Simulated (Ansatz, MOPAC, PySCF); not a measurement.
Lewis adduct: BH3 (SMILES B) (first 4 atoms) with CHN (SMILES C#N); geometry from B3LYP-D3(BJ)/def2-TZVP, rigid monomers moved along the line of their centres of mass till B1···N6 is 1.39 Å.
(charge 0, multiplicity 1):
```xyz
7

B     -0.097     0.048     0.770
H      0.666     0.927     0.451
H      0.204    -1.031     0.322
H     -1.256     0.333     0.591
C      0.156    -0.176     3.276
N      0.042    -0.075     2.145
H      0.262    -0.271     4.332
```

Monomers are frozen at their geometry in the pair; levels with a basis set take the counterpoise correction. Rows marked so take none.

Cores are frozen in the correlated methods. CBS(a, b) extrapolates the correlation energy as X⁻³ and adds the Hartree–Fock energy of set b. Rows in 3-21G, 6-311+G**, 6-31G*, STO-3G carry no dispersion term and start afresh at each structure (6-31G* with six Cartesian d functions). MP2/6-31G* freezes PySCF's default core. The state that AM1 reach isn't checked.

Programs: Ansatz (a program for electronic structure) with Gaussian orbitals; MOPAC for AM1 (differences of heats of formation); PySCF for 3-21G rows, 6-311+G** rows, 6-31G* rows, STO-3G rows, the dispersion terms. 

Other levels give for the interaction energy: PBE/def2-TZVPPD -1577.8; B3LYP/def2-TZVPPD -1188.3; B3LYP-D3(BJ)/def2-TZVPPD -1267.7; wB97M-V/def2-TZVPPD -1129.1; CCSD(T)/CBS(aug-cc-pVDZ, aug-cc-pVTZ) -1016.9 meV.

**Question.** What do these common cheap choices give for the same quantity: AM1, HF/STO-3G (no counterpoise), BP86/6-31G* (no counterpoise), B3LYP/3-21G (no counterpoise), B3LYP/6-311+G** (no counterpoise), M06-2X/6-31G* (no counterpoise), MP2/6-31G*, MP2/6-31G* (no counterpoise)?

**Answer.** AM1 -1422.0; HF/STO-3G (no counterpoise) -969.8; BP86/6-31G* (no counterpoise) -1520.8; B3LYP/3-21G (no counterpoise) -1427.6; B3LYP/6-311+G** (no counterpoise) -1132.2; M06-2X/6-31G* (no counterpoise) -1236.2; MP2/6-31G* -826.4; MP2/6-31G* (no counterpoise) -1052.1 meV. They span -1520.8 to -826.4 meV.
